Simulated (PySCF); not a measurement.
## Radial density of Co⁺ (cobalt, charge +1)

UHF, [Ar] 3d7 4p1, one real determinant (an excited configuration). Calculation: PySCF 2.14, in aug-cc-pwCVTZ-DK with one added diffuse shell each of s, p, d, f, g type (11s10p8d5f4g, 152 functions); scalar relativity by spin-free X2C-1e.

| r (bohr) | 4πr²ρ (e/bohr) | 4πr²(ρα − ρβ) |
| --- | --- | --- |
| 0.000997 | 0.2421 | 0.0000 |
| 0.00168 | 0.6087 | 0.0000 |
| 0.00282 | 1.498 | -0.0001 |
| 0.00474 | 3.556 | -0.0001 |
| 0.00798 | 7.945 | -0.0003 |
| 0.0134 | 15.94 | -0.0007 |
| 0.0226 | 26.58 | -0.0011 |
| 0.0380 | 32.73 | -0.0007 |
| 0.0639 | 27.83 | 0.0037 |
| 0.107 | 27.55 | 0.0312 |
| 0.181 | 36.73 | 0.2222 |
| 0.304 | 21.03 | 1.0854 |
| 0.511 | 16.15 | 2.7030 |
| 0.860 | 15.59 | 2.6986 |
| 1.45 | 3.945 | 1.0471 |
| 2.43 | 0.6647 | 0.4266 |
| 4.09 | 0.2323 | 0.2271 |
| 6.88 | 0.01829 | 0.0183 |
| 11.6 | 1.277e-05 | 0.0000 |

Densities and radii are taken from the X2C orbitals without a picture-change correction, which distorts them close to the nucleus.

⟨L²⟩ = 13.98 against 20 for a pure G term, so this real determinant mixes terms.
